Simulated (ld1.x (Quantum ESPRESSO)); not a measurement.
How hard is this Bi PAW potential?

Bi, PAW, made with ld1.x (Quantum ESPRESSO) 7.5 (Wu–Cohen, scalar-relativistic). Core [Xe] 4f14 5d10, reference 6s2 6p3. Waves: 6s (bound): rcut 1.80, rcutus 1.90 bohr; 6s channel at 2 Ry: rcut 1.80, rcutus 1.90 bohr; 6p (bound): rcut 2.15, rcutus 2.85 bohr; 6p channel at 0.3 Ry: rcut 2.15, rcutus 2.85 bohr. Local part: all-electron potential smoothed inside 1.45 bohr (lloc = -1). Core correction: Bessel-smoothed model core, default radius (core density twice the valence density). Augmentation charge: PSQ, inside the norm-conserving radii.

The pseudo-atom Hamiltonian at the reference potential is diagonalised in spherical Bessel functions j_l(qr) that vanish at 20 bohr, with q² up to the cutoff. All-electron valence levels (Ry): 6s -1.0682, 6p -0.3378.

Question: How do the lowest levels (Ry) of each channel move with the cutoff, and are there ghosts?

Answer:

```
cutoff (Ry)      s #1     s #2     s #3     p #1     p #2    p #3     d #1    f #1  Σ f·Δε (mRy)
          8   -1.0647  -0.0414   0.0665  -0.3375   0.0241  0.1248  -0.2697  0.1081           8.1
         10   -1.0660  -0.0433   0.0631  -0.3377   0.0241  0.1248  -0.4525  0.1081           4.8
         12   -1.6406  -1.0660  -0.0403  -0.3378   0.0241  0.1248  -0.6592  0.1081           4.7
         15   -3.5631  -1.0666  -0.0404  -0.3378   0.0241  0.1248  -0.8740  0.1081           3.3
         18   -6.1421  -1.0675  -0.0404  -0.3378   0.0241  0.1248  -1.1800  0.1081           1.5
         21   -7.5171  -1.0680  -0.0404  -0.3378  -0.0929  0.0241  -1.3575  0.1081           0.7
         25   -8.5835  -1.0681  -0.0405  -1.5752  -0.3378  0.0241  -1.5068  0.1081           0.3
         30   -9.6558  -1.0682  -0.0405  -2.5664  -0.3378  0.0241  -1.6751  0.1081           0.2
        400  -10.7734  -1.0683  -0.0405  -3.8757  -0.3378  0.0241  -1.9101  0.1081           0.0
```

Result: ghost states, extra bound levels that the all-electron valence spectrum of the same l lacks: s at -146.6 eV, p at -52.7 eV, d at -26.0 eV (a true bound ghost makes a file unfit for plane-wave use); 10 mRy is reached at 8 Ry and 1 mRy at 21 Ry.

Its largest configuration-test error is -1090 meV.
